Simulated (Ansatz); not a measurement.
Consider the ligand exchange at the Si–C bond: `C=C([SiH3])C=S` + `O[SiH2]F` → `F[SiH2]O[SiH3]` + `C=CC=S`.

Calculated with Ansatz (gas phase, PBE0-D4/def2-TZVP geometries, no zero-point term in ΔE). CCSD(T)/CBS adds triple-zeta CCSD(T) − MP2 to the extrapolated MP2 energy (def2 sets, frozen cores). DFT in def2-TZVPP. Each species was taken in one conformer, which may not be the lowest.

`C=C([SiH3])C=S`:

```xyz
11

C    -1.111    0.470    0.991
C    -0.304    0.069    0.001
Si    1.523   -0.223    0.310
C    -0.831   -0.204   -1.336
S    -2.147    0.446   -2.015
H    -0.735    0.673    1.988
H    -2.178    0.592    0.821
H     1.863   -1.638    0.006
H     1.820    0.078    1.733
H     2.343    0.648   -0.572
H    -0.242   -0.911   -1.927
```

`O[SiH2]F`:

```xyz
6

O    -0.013    1.179    0.480
Si   -0.153   -0.283   -0.227
F    -0.270   -1.438    0.868
H     0.806    1.406    0.921
H    -1.409   -0.252   -0.999
H     1.039   -0.613   -1.042
```

`F[SiH2]O[SiH3]`:

Cartesian coordinates in Å:
```
F 2.145 -1.176 0.101
Si 1.494 0.250 0.390
O -0.114 0.107 0.457
Si -1.531 -0.194 -0.314
H 1.984 0.711 1.704
H 1.889 1.141 -0.724
H -2.600 0.568 0.373
H -1.829 -1.646 -0.255
H -1.437 0.238 -1.732
```

`C=CC=S`:

Cartesian coordinates in Å:
```
C 1.015 -0.464 -0.600
C -0.270 -0.323 -0.265
C -0.698 0.641 0.719
S -2.229 0.880 1.186
H 1.785 0.147 -0.139
H 1.336 -1.188 -1.339
H -1.043 -0.931 -0.723
H 0.105 1.237 1.161
```

**Question.** Is it downhill or uphill in electronic energy at CCSD(T)/CBS, and by how much? (Estimate.)

**Answer.** Computed: Downhill: ΔE = -28.2 kcal/mol.

**Question.** What do these levels give: r2SCAN-D4, PBE0-D4, HF/def2-TZVPP, CCSD(T)/def2-TZVPP, HF/def2-QZVPP, MP2/CBS(def2)? (Estimate.)

**Answer.** Computed: r2SCAN-D4 -28.6, PBE0-D4 -26.5, HF/def2-TZVPP -35.4, CCSD(T)/def2-TZVPP -28.0, HF/def2-QZVPP -36.0, MP2/CBS(def2) -27.8 kcal/mol.

Largest T1 diagnostic among the species: 0.016.

From PBE to PBE0 (25 % exact exchange), in def2-TZVPP and without D4, ΔE moves by −1.4 kcal/mol. The D4 term adds +1.4 kcal/mol with B3LYP and +0.8 kcal/mol with PBE0; it sums over pairs of atoms, weighted by their polarisabilities, and B3LYP, whose exchange is more repulsive, gets the larger term. In def2-TZVPP, CCSD(T) changes the Hartree–Fock value by +7.4 kcal/mol (the triples alone add +1.2 kcal/mol) and MP2 by +7.7 kcal/mol.

B3LYP here is the variant with VWN-RPA as its local correlation; programs differ in this.
